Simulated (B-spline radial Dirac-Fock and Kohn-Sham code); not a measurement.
# Photoionisation of samarium ions at Ag Kα (22162.9 eV)

Level of theory: Dirac-Hartree-Slater photoionisation with all multipoles and Dirac-Fock thresholds; a radial finite-basis atomic code. Cross sections in kb; a dash marks an empty subshell or a threshold above the photon energy.

| ion | configuration | total | 2p3/2 | 4s | 4f5/2 | 5s | 5p3/2 |
| --- | --- | --- | --- | --- | --- | --- | --- |
| Sm | [Xe] 4f6 6s2 | 7.301 | 2.17 | 0.106 | 5.21e-05 | 0.0180 | 0.0120 |
| Sm²⁺ | [Xe] 4f6 | 7.299 | 2.17 | 0.106 | 5.23e-05 | 0.0181 | 0.0123 |
| Sm⁵⁺ | [Xe] 4f3 | 7.314 | 2.16 | 0.108 | 3.40e-05 | 0.0221 | 0.0168 |

Values without a named source are computed, but for edge energies of neutral atoms, which are taken from tables.
